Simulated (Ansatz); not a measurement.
`C[O][GeH3]` and `C[O][K]` differ in one atom or group.

Ansatz, PBE0-D4/def2-TZVP geometries, multiplicity 1. 

Scalar relativity is left out up to krypton.

| property | `C[O][GeH3]` |
| --- | --- |
| LUMO energy (PBE/def2-TZVPP) / eV | -0.57 |
| size of the dipole moment (B3LYP/def2-TZVPP) / D | 1.11 |
| HOMO–LUMO gap (ωB97M-V/def2-TZVPP) / eV | 12.23 |
| HOMO–LUMO gap (B3LYP/def2-TZVPP) / eV | 7.59 |
| HOMO–LUMO gap (PBE/def2-TZVPP) / eV | 5.64 |
| zero-point energy (PBE0-D4/def2-TZVP) / kJ/mol | 170.8 |

(1) Give the same properties after the change, and the shifts. (Estimate.)

Answers

(1) The calculation gave: 
```
                                        property  `C[O][K]`  shift
               LUMO energy (PBE/def2-TZVPP) / eV      -1.49  -0.92
size of the dipole moment (B3LYP/def2-TZVPP) / D       8.42   7.31
         HOMO–LUMO gap (ωB97M-V/def2-TZVPP) / eV       6.28  -5.95
           HOMO–LUMO gap (B3LYP/def2-TZVPP) / eV       2.94  -4.65
             HOMO–LUMO gap (PBE/def2-TZVPP) / eV       1.55  -4.09
  zero-point energy (PBE0-D4/def2-TZVP) / kJ/mol      102.7  -68.1
```

With PBE0 the HOMO rises by 3.36 eV and the LUMO falls by 1.31 eV, so the gap narrows by about 4.67 eV. PBE moves the HOMO by 3.18 eV and ωB97M-V by 3.33 eV. The zero-point energy changes by -68.1 kJ/mol with -9 modes. Dipoles are sizes alone; their direction can turn.

B3LYP here is the variant with VWN-RPA as its local correlation; programs differ in this.
